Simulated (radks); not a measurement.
Cr, configuration [Ar] 3d4 4s1 4d1 (not the ground configuration). All-electron calculation, non-relativistic Kohn-Sham, r2SCAN, spin-unpolarised, spherical densities, point nucleus; meta-GGA in the generalised Kohn-Sham scheme. Program: a radial shooting solver on a logarithmic mesh with Libxc functionals.

Normalised radial functions P(r) = r R(r), r in bohr:

```
   r/bohr * 3s, o 4p (the largest magnitude, 1.16, reaches the edge; | marks zero, & curves that meet)
 0.008326                             o   *
  0.01137                             o    *
  0.01542                             o     *
  0.02106                             o      *
  0.02854                             o       *
  0.03899                             |o      *
  0.05285                             |o    *
  0.07219                             | o*
  0.09784                          *  | o
   0.1337                    *        |  o
   0.1812               *             |  o
   0.2475                *            | o
   0.3354                         *   o
   0.4582                          o  |          *
    0.621                        o    |                       *
   0.8484                         o   |                          *
     1.15                            o|                   *
    1.571                             |   o     *
    2.129                             |  *      o
    2.908                             |*           o
    3.942                             *           o
    5.385                             *       o
    7.298                             *   o
     9.97                             *o
    13.51                             &
    18.46                             &
    25.02                             &
    34.18                             &
```

3s: eigenvalue -84.261 eV, 2 radial nodes at r = 0.0844, 0.364 bohr, <r> = 0.905 bohr, 90 % of the charge inside 1.35 bohr. 4p (empty): eigenvalue -3.964 eV, 2 radial nodes at r = 0.323, 1.22 bohr, <r> = 3.92 bohr, 90 % of the charge inside 6.04 bohr.
